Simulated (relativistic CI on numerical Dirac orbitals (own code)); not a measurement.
**Tm4+: M4,5 absorption edge**

Computed with this model: Dirac-Coulomb-Breit CI, separate exchange-only KLI orbitals for each configuration, model QED (radiative potential, 1s self-energy scaled to tabulated hydrogen-like ionisation energies), multiplet model of core-to-valence dipole absorption, unscaled Slater integrals; configurations [Xe] 4f11 → [Ar] 3d9 4s2 4p6 4d10 4f12 5s2 5p6; 300 K; Lorentzian 0.36 eV and Gaussian 0.4 eV FWHM. Energies are those of the free ion, without screening or charge transfer. The branching ratio is the share of the lower-energy edge in the whole absorption, uncertain by about 0.02 where the edges overlap. S is read from ⟨S²⟩ = S(S + 1).

free ion: ground-state S = 1.48, centroid 1471.61 eV, branching ratio 0.925. Peaks (eV, height): 1464.6 (8), 1465.7 (57), 1467.7 (11), 1468.8 (100), 1471.7 (23), 1512.4 (10).

The statistical ratio of this edge is 3/5 = 0.600. Values above it arise where the holes sit mainly in the j = l + 1/2 valence subshell or the ground state has high spin; values below it where core-valence Coulomb terms move weight to the upper edge, as in nearly empty shells.

Strongest unbroadened transitions for free ion:

```
Energy (eV)  Relative strength
    1464.56                5.2
    1465.20                0.1
    1465.73               56.1
    1466.50                0.0
    1467.64                6.0
    1468.85              100.0
    1470.11                1.2
    1471.73               21.9
    1473.85                2.1
    1474.28                2.9
    1511.80                2.6
    1512.43                9.0
    1513.83                3.7
    1517.35                0.3
    1518.06                0.2
```
